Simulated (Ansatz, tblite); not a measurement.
Isomers of Na5⁺ (singlet), found by a short tight-binding search and relaxed with r2SCAN/def2-SVP in Ansatz.

The xTB rows come from tblite. Correlated methods freeze 5 core orbitals; core or outer-core shells of Na are correlated, in sets that lack core-valence functions.

Run but left out: HF/def2-TZVPP (A: restricted singlet, unstable towards broken spin symmetry); BHLYP/def2-TZVP (B: restricted singlet, unstable in another Hartree–Fock run and untested here).

A: At CCSD(T)/def2-TZVPP the restricted singlet (for correlated methods, its reference) is unstable: a solution with broken spin symmetry lies lower. B: The restricted singlet is unstable towards broken spin symmetry in Hartree–Fock (as tested in another run); at PBE/def2-TZVP, r2SCAN/def2-TZVP, r2SCANh/def2-TZVP, PBE0/def2-TZVP this wasn't settled. At CCSD(T)/def2-TZVPP the restricted singlet (for correlated methods, its reference) is unstable: a solution with broken spin symmetry lies lower.

Other spin states were run for one of them alone.

A:

```xyz
5

Na    0.9220    3.0922   -1.7367
Na    0.0134   -0.0004    0.0258
Na    3.3972    1.4333   -0.1932
Na   -2.2485   -1.5664    2.4764
Na   -2.0841   -2.9586   -0.5724
```

B:

Cartesian coordinates in Å:
```
Na -1.9370 2.1205 -2.1647
Na -3.3675 1.4685 0.7827
Na -0.0609 -0.0506 0.1091
Na 1.8798 -2.7624 1.7131
Na 3.4856 -0.7761 -0.4402
```

Q: Estimate which lies lowest at each level, and how far above it the others are (kcal/mol).

A: 
| level | A | B |
| --- | --- | --- |
| GFN1-xTB | 0.3 | 0.0 |
| GFN2-xTB | 0.0 | 0.2 |
| PBE/def2-TZVP | 0.0 | 0.1 |
| r2SCAN/def2-TZVP | 0.0 | 0.2 |
| r2SCANh/def2-TZVP | 0.0 | 0.2 |
| PBE0/def2-TZVP | 0.0 | 0.2 |
| MP2/def2-TZVPP | 0.0 | 0.2 |
| CCSD/def2-TZVPP | 0.0 | 0.2 |
| CCSD(T)/def2-TZVPP | 0.0 | 0.2 |
Point groups (tolerance 0.1 Å): A not assigned, B C2. A and B have the same bonds, so they are conformers or stereoisomers. Lower isomers may exist.
